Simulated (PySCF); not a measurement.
# Assignment exercise: C2H12NPSi2

Structure with atom numbers: `[CH3:1][N:2]([CH3:3])[Si@@H:4]([SiH3:5])[PH2:6]` (H(Xn): hydrogen on atom n).

All values are calculated (PySCF 2.14.0 with density-fitted response routines): structure optimised with GFN2-xTB, GIAO PBE0/pcSseg-1 shieldings. A single conformation, non-relativistic, no solvent model, averaged over atoms made equivalent by symmetry, fast rotation or ring inversion.

Chemical shifts δ = σref − σ; ¹H (σref 31.72) against TMS, all at this level.

Question: Assign these signals to the numbered atoms. ¹H NMR (400 MHz, computed): δ 5.55 (m, 1H), 3.49 (m, 3H), 2.58 (s, 6H), 0.94 (m, 2H).

Answer: 
5.55 → H(Si4), hydrogen on a silicon bonded to N, P, Si
3.49 → H(Si5), hydrogen on a silicon bonded to Si
2.58 → H(C1)/H(C3), hydrogen on a methyl carbon bonded to N: its carbon carries N, hence the downfield position
0.94 → H(P6), hydrogen on a phosphorus bonded to Si

No couplings were computed; multiplicities are counted from neighbouring protons, with m where these are inequivalent, close in shift, in a saturated or five-membered ring or joined by F or P, and br s for small geminal =CH2 splittings.
